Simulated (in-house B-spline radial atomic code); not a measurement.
## Ionising neutral xenon with different functionals

Computed with a B-spline radial code for spherical atoms: four-component Dirac-Coulomb Hamiltonian, Fermi nucleus of rms radius 4.7859 fm, spin-restricted, spherical fractional occupations for the functionals. The ionisation energy is the difference of two self-consistent energies, [Kr] 4d10 5s2 5p6 → [Kr] 4d10 5s2 5p5, without Breit or QED terms; ε is the level of the shell that loses the electron (mean over j). The electron is taken from both j subshells in proportion to 2j + 1, so the result is a j average, not the step between ground levels.

Hybrids are left out here: with spherical fractional occupations of an open shell their exact exchange keeps a self-interaction that integer-occupation calculations don't have.

```
           method  rung  ΔSCF (eV)  -ε(5p) (eV)
         LDA VWN5   LDA      12.73         8.42
 relativistic LDA   LDA      12.73         8.42
         LDA PW92   LDA      12.73         8.42
LDA exchange-only   LDA      11.48         7.22
              PBE   GGA      12.57         8.27
           PBEsol   GGA      12.59         8.27
             BLYP   GGA      12.39         8.09
             RPBE   GGA      12.54         8.23
             PW91   GGA      12.62         8.31
             BP86   GGA      12.68         8.37
             AM05   GGA      12.55         8.24
             OLYP   GGA      12.48         8.15
```

Q: How do they compare with the NIST value?

A: NIST lists 12.130 eV (measured, ground level to ground level). Errors run from -0.65 to +0.60 eV; BLYP is closest (+0.26 eV), but part of that can be cancellation, since the calculations leave out Breit-QED terms, spin polarisation, the choice among j levels, multiplet and fine-structure energies.
